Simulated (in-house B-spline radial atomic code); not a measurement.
## How G0W0 and RPA depend on the start: neutral arsenic

Configuration [Ar] 3d10 4s2 4p3, highest spin. Computed with a B-spline radial code for spherical atoms: all electrons, non-relativistic, point nucleus, each spin shell either full or empty, empty states to l = 9 with an (l + 1/2)⁻⁴ tail; G0W0 by contour deformation at full frequency.

```json
{"start": "Hartree-Fock", "mean-field 4p up (eV)": "-10.073", "G0W0 (eV)": "-10.398", "QP weight": "0.946", "RPA correlation (Eh)": "-2.1576"}
{"start": "LDA VWN5", "mean-field 4p up (eV)": "-5.995", "G0W0 (eV)": "-9.676", "QP weight": "0.801", "RPA correlation (Eh)": "-2.4"}
{"start": "PBE", "mean-field 4p up (eV)": "-5.955", "G0W0 (eV)": "-9.665", "QP weight": "0.787", "RPA correlation (Eh)": "-2.3943"}
{"start": "PBE0", "mean-field 4p up (eV)": "-7.134", "G0W0 (eV)": "-9.989", "QP weight": "0.880", "RPA correlation (Eh)": "-2.3265"}
{"start": "r2SCAN", "mean-field 4p up (eV)": "-6.342", "G0W0 (eV)": "?", "QP weight": "?", "RPA correlation (Eh)": "?"}
{"start": "HSE06", "mean-field 4p up (eV)": "-6.709", "G0W0 (eV)": "?", "QP weight": "?", "RPA correlation (Eh)": "?"}
{"start": "B3LYP (VWN-RPA)", "mean-field 4p up (eV)": "-6.735", "G0W0 (eV)": "-9.902", "QP weight": "0.862", "RPA correlation (Eh)": "-2.3423"}
{"start": "SCAN", "mean-field 4p up (eV)": "-6.346", "G0W0 (eV)": "-9.818", "QP weight": "0.855", "RPA correlation (Eh)": "-2.3509"}
{"start": "TPSS", "mean-field 4p up (eV)": "-6.070", "G0W0 (eV)": "-9.726", "QP weight": "0.807", "RPA correlation (Eh)": "-2.3808"}
{"start": "BHandHLYP", "mean-field 4p up (eV)": "-7.988", "G0W0 (eV)": "-10.119", "QP weight": "0.913", "RPA correlation (Eh)": "-2.2674"}
{"start": "CAM-B3LYP", "mean-field 4p up (eV)": "-8.268", "G0W0 (eV)": "-10.153", "QP weight": "0.917", "RPA correlation (Eh)": "-2.3093"}
{"start": "LC-wPBE", "mean-field 4p up (eV)": "-9.811", "G0W0 (eV)": "-10.285", "QP weight": "0.940", "RPA correlation (Eh)": "-2.3036"}
{"start": "wB97X", "mean-field 4p up (eV)": "-9.260", "G0W0 (eV)": "-10.264", "QP weight": "0.935", "RPA correlation (Eh)": "-2.291"}
{"start": "PBEsol", "mean-field 4p up (eV)": "-5.943", "G0W0 (eV)": "-9.676", "QP weight": "0.793", "RPA correlation (Eh)": "-2.3961"}
{"start": "BLYP", "mean-field 4p up (eV)": "-5.633", "G0W0 (eV)": "-9.559", "QP weight": "0.755", "RPA correlation (Eh)": "-2.3972"}
{"start": "r2SCAN0", "mean-field 4p up (eV)": "-7.400", "G0W0 (eV)": "-10.035", "QP weight": "0.899", "RPA correlation (Eh)": "-2.2996"}
{"start": "LDA exchange-only", "mean-field 4p up (eV)": "-5.249", "G0W0 (eV)": "-9.530", "QP weight": "0.693", "RPA correlation (Eh)": "-2.3994"}
```

(1) What G0W0 level, weight and RPA correlation energy follow from the HSE06 start?

(2) What G0W0 level, weight and RPA correlation energy follow from the r2SCAN start?

(3) How much of the dependence on the start does G0W0 remove?

Answers

(1) G0W0 level -9.895 eV, weight 0.856, RPA correlation -2.3346 hartree.

(2) G0W0 level -9.846 eV, weight 0.855, RPA correlation -2.3522 hartree.

(3) The mean-field levels span 4.82 eV and the G0W0 levels 0.868 eV. Against 9.789 eV (NIST, measured) the G0W0 removal energies are off by -0.26 to +0.61 eV, with relativity, Breit and QED terms left out.
